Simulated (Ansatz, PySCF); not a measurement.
Gas-phase reaction in SMILES: C=CCO -> C[C@H]1CO1
Each molecule is optimised on its own at B3LYP-D3(BJ)/def2-TZVP (Ansatz, a program for electronic structure), one conformer each, not searched for the lowest.

Quantity: isomerisation energy (enthalpy at 298 K, with B3LYP-D3(BJ) rigid-rotor harmonic-oscillator terms from PySCF), in kcal/mol. Valence correlation only, unless marked. Spin-orbit coupling is left out. No relativistic terms. CBS(X,Y): correlation extrapolated as X^-3; Hartree-Fock from the larger set. The bracket is a focal-point correction in the basis named.

```tsv
level	program	isomerisation energy (kcal/mol)
HF/aug-cc-pVTZ	Ansatz	10.5
HF/cc-pwCVTZ	Ansatz	10.2
```

Q: What does RI-MP2/CBS(aug-cc-pVTZ,aug-cc-pVQZ)+[CCSD(T)-MP2]/aug-cc-pVTZ (Ansatz) give?

A: 7.8 kcal/mol, so HF/cc-pwCVTZ differs from it by 2.4 kcal/mol.
